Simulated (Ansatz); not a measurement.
Species: B₂O₂, SMILES `O1B2OB12` (charge 0, multiplicity 1), formula B₂O₂.

How many basis functions does frozen-core CCSD(T)/cc-pVTZ // B3LYP-D3(BJ)/def2-TZVP (Ansatz, an electronic-structure program) use, how many core orbitals are frozen, and how many electrons are correlated?

120 basis functions and 4 frozen orbitals, which leaves 18 correlated electrons. Core time is of the order of seconds.
